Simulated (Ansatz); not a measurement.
## Cost against result

Saddle point of SiNH₅O₂, singlet (SiNH₅O₂ ([NH2][SiH]([OH])[OH]) → SiNH₃O₂ ([NH][Si]([OH])[OH]) + H₂; bonds formed: H2–H4; bonds broken: Si1–H2, N3–H4), PBE0-D4/def2-TZVP structure:

```
9
angstrom
Si 0.1640 -0.1055 0.0383
H -1.4248 -0.0070 -0.7264
N 0.4878 1.2799 -0.6972
H -0.9135 0.6781 -1.0360
O 0.6442 -1.5825 -0.4248
O -0.2861 -0.2765 1.5951
H 1.3149 1.7612 -1.0021
H 0.5039 -2.2931 0.2058
H -0.4905 0.5454 2.0472
```

Barriers are electronic and count from the start structure reached by relaxing down the imaginary mode.

Ansatz 0.2.0; basis: as named in each row; cores frozen in the correlated methods. B3LYP uses VWN-RPA correlation. Extrapolation: Hartree–Fock as exp(−7.88 √X), correlation as X^−2.97.

Times are rough, for one single point on 4 threads of a shared host (Intel Xeon).

The estimate by CCSD(T) at an estimated basis limit (MP2 extrapolated from triple and quadruple zeta, plus CCSD(T) − MP2 in triple zeta) is 306.5 kJ/mol.

```tsv
method	basis	time (s)	barrier (kJ/mol)	method less estimate
HF	STO-3G	under 1	687.7	381.2
PBE-D4	STO-3G	under 1	466.7	160.2
SPW92	def2-SVP	under 1	268.3	-38.2
B3LYP-D4	6-31G	1	386.9	80.4
PBE-D4	def2-SVP	1	279.9	-26.6
PBE0-D4	def2-SVP	2	307.9	1.5
SPW92	def2-TZVPP	4	259.1	-47.4
wB97M-V	def2-SVP	4	314.9	8.4
CCSD(T)	def2-SVP	4	329.0	22.5
PBE-D4	def2-TZVPP	5	271.1	-35.3
BLYP-D4	def2-TZVPP	5	281.0	-25.5
BHLYP-D4	def2-TZVPP	5	329.2	22.7
PBE0-D4	def2-TZVPP	5	296.6	-9.9
B3LYP-D4	def2-TZVPP	6	300.8	-5.7
CAM-B3LYP-D4	def2-TZVPP	6	310.7	4.2
r2SCAN-D4	def2-TZVPP	6	287.2	-19.2
r2SCAN0-D4	def2-TZVPP	8	305.1	-1.4
PBE-QIDH	def2-TZVPP	8	309.8	3.4
B2PLYP	def2-TZVPP	8	303.4	-3.1
wB97X-V	def2-TZVPP	10	312.5	6.1
wB97M-V	def2-TZVPP	11	304.8	-1.7
B97M-V	def2-TZVPP	12	295.5	-11.0
RPA on PBE	def2-TZVPP	13	306.8	0.4
MP2	def2-QZVPP	28	300.6	-5.9
CCSD(T)	def2-TZVPP	67	309.4	2.9
```

All methods are single points on the PBE0-D4 structures.

No T1 diagnostic of these runs exceeds 0.015.

Labels in which every atom is bracketed show which atoms are joined, not bond orders.
